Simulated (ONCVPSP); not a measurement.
**Before and after: ONCV potential for Co (Z = 27)**

ONCVPSP 4.0.1 input, shortened (lines: element, Z, core and valence counts, functional; n l f; lmax; l rc ep ncon nbas qcut; lloc lpopt rc5 dvloc0; l nproj debl; icmod fcfact rcfact), LDA (Perdew-Zunger), scalar-relativistic:

```
  Co 27.00    3    4        3      upf
    1    0    2.00
    2    0    2.00
    2    1    6.00
    3    0    2.00
    3    1    6.00
    3    2    7.00
    4    0    2.00
    2
    0    1.40    0.00    3    7   10.90
    1    0.95    0.00    4    9   13.30
    2    1.30    0.00    4    8   10.40
    4    5    0.65    2.00
    0    2    2.20
    1    2    2.80
    2    2    2.00
    3    3.00    1.75
```

Change: core correction Teter function, fcfact 3, rcfact 1.54.

Cutoffs: the cutoffs (Ha) at which the residual kinetic energy of the hardest occupied pseudo-wave falls to 1 and 0.1 mHa per electron; they do not see the model core or the augmentation charge, which bear on the density cutoff. Errors are all-electron minus pseudo energies relative to the spin-unpolarised reference configuration.

Task: What does the change do?

Result: The potential gets neither clearly harder nor softer (49 Ha and 70 Ha → 49 Ha and 70 Ha); the errors of the 4 common tests hardly move; neither file shows a bound ghost. A model core, the more so a compact one, raises the density cutoff, which this test does not measure.

```tsv
quantity	base	changed
cutoff, loose	49 Ha	49 Ha
cutoff, tight	70 Ha	70 Ha
bound ghosts	none	none
GHOST(+) flags under 300 eV	none	none
error for 3s2 3p6 3d7 4s1, meV [ΔE 9.30 eV]	+0.2	+0.2
error for 3s2 3p6 3d7 4s0, meV [ΔE 26.38 eV]	+2.7	+2.9
error for 3s2 3p6 3d6 4s0, meV [ΔE 62.57 eV]	+6.4	+6.6
error for 3s1 3p6 3d7 4s2, meV [ΔE 109.99 eV]	-272	-271
s: phases at 1.42 bohr within 0.05 rad from the reference energy up to (Ha; the scan ends near 5)	to the end of the scan	to the end of the scan
p: phases at 0.96 bohr within 0.05 rad from the reference energy up to (Ha; the scan ends near 5)	to the end of the scan	to the end of the scan
d: phases at 1.32 bohr within 0.05 rad from the reference energy up to (Ha; the scan ends near 5)	to the end of the scan	to the end of the scan
rms error of d²Exc/dni dnj with the model core, mHa	1.58	0.90
```
